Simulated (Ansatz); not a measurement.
Born–Oppenheimer molecular dynamics of C₂H₇GaO (11 atoms, charge 0, multiplicity 1). It starts at the highest image of a converged band. Of that band: Beside the main top the profile has a ripple of under 15 meV (maxima at images 1, 4), which may be a very shallow well or noise. Neighbouring images differ by up to 1.8 eV, so the band resolves the path poorly. A vibrational analysis at the climbing image gives one clearly imaginary mode, 1186i cm⁻¹: a first-order saddle point.

All numbers below come from RKS PBE/def2-mTZVP in Ansatz 0.2.0.

| Quantity | Value |
| --- | --- |
| ensemble | NVE (velocity Verlet) |
| time step | 0.5 fs |
| steps asked | 200 |
| starting velocities drawn for | 100 K |
| seed | 10760 |

First frame:

```xyz
11
Properties=species:S:1:pos:R:3
Ga -1.266 -0.766 0.345
O 0.441 -0.154 1.338
C 1.744 -0.029 0.768
H -0.218 -1.430 1.472
C -1.702 0.416 -1.216
H 2.497 0.081 1.566
H 1.793 0.862 0.118
H 2.020 -0.910 0.159
H -1.081 0.128 -2.080
H -2.757 0.341 -1.511
H -1.471 1.460 -0.958
```

(1) How far do the bonds stretch over the last three quarters of this one trajectory? (Pairs bonded in most of those frames.)

Answers

(1) 
```tsv
bond	mean (Å)	spread (Å)	shortest	longest
Ga1–C5	2.092	0.046	2.02	2.16
O2–C3	1.444	0.026	1.40	1.48
O2–H4	1.003	0.078	0.88	1.11
C3–H6	1.102	0.011	1.08	1.13
C3–H7	1.102	0.014	1.08	1.13
C3–H8	1.102	0.015	1.08	1.13
C5–H9	1.106	0.007	1.09	1.12
C5–H10	1.108	0.011	1.09	1.12
C5–H11	1.106	0.014	1.08	1.13
```

Mean temperature of the second half: 644 K. The conserved energy stayed within 0.56 meV per atom of its start (net change 0.021 meV per atom), so the integration is sound. The kinetic energy rose, since the run started high on the potential surface and went downhill. It ends in pieces (CH3Ga + CH4O), so much of that is their flight and rotation, not heat. A run of 0.1 ps of so small a system gives no equilibrium averages. The orbitals stay closed-shell, which can raise the energy where a bond breaks towards radicals; this wasn't checked here.

The run took 5.7 min on 2 threads of AMD EPYC 7B13 (Zen 3) (shared host), peak memory 0.17 GiB.
